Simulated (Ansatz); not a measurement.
Species: TeCl (charge +1, singlet). This is an excited singlet: at this geometry the triplet lies 1.00 eV lower at CCSD(T)/CBS(def2-TZVPPD,def2-QZVPPD). 
Structure (B3LYP-D3(BJ)/def2-TZVP (Ansatz, a program for electronic structure) minimum search):
```xyz
2

Te     0.0000     0.0000    -0.5524
Cl     0.0000     0.0000     1.6897
```
Charge +1, spin multiplicity 1.

Basis-set convergence of Hartree-Fock and CCSD correlation energies (hartree) with Ansatz. Cores are frozen in the correlated levels unless marked. No spin-orbit coupling. The frozen core is the preceding noble-gas configuration, with the filled d and f shells of earlier blocks. Past Kr the def2 sets carry scalar-relativistic core potentials.

The Hartree-Fock reference is unstable (checked in the largest basis), which strains HF and MP2. 

| basis | functions | E(HF) | E(corr, CCSD) |
|---|---|---|---|
| def2-SVPD | 62 | -726.00397 | -0.25198 |
| def2-TZVPPD | 110 | -726.17381 | -0.32526 |
| def2-QZVPPD | 170 | -726.18921 | -0.35126 |

Extrapolating the two largest sets (X = 3 and 4) as X^-3: E(corr) = (64·(-0.35126) - 27·(-0.32526))/37 = -0.3702 Eh, an estimate of the basis-set limit. The largest set recovers 94.9 % of it, the smallest 68.1 %.
